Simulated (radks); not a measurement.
Results of a calculation; reference values are marked as such.
Isoelectronic series with 1 electrons, each ion in its NIST ground configuration. Code: a radial shooting solver on a logarithmic mesh with Libxc functionals. Model: Dirac Kohn-Sham, PBE, spin-unpolarised, spherical densities, point nucleus. Total energies (hartree) and mean radii <r> (bohr):

| ion | configuration | E (hartree) | 1s1/2 |
|---|---|---|---|
| H | 1s1 | -0.45893 | 1.636 |
| Li2+ | 1s1 | -4.34457 | 0.5151 |
| B4+ | 1s1 | -12.23145 | 0.3053 |
| N6+ | 1s1 | -24.12623 | 0.2169 |
| F8+ | 1s1 | -40.03677 | 0.1681 |
| Al12+ | 1s1 | -83.94907 | 0.1158 |
| P14+ | 1s1 | -111.97939 | 0.1002 |
| Cl16+ | 1s1 | -144.08272 | 0.08825 |
| K18+ | 1s1 | -180.28020 | 0.07882 |
| Sc20+ | 1s1 | -220.59584 | 0.07118 |
| V22+ | 1s1 | -265.05661 | 0.06486 |
| Mn24+ | 1s1 | -313.69249 | 0.05955 |
| Co26+ | 1s1 | -366.53665 | 0.05502 |
| Cu28+ | 1s1 | -423.62548 | 0.05111 |
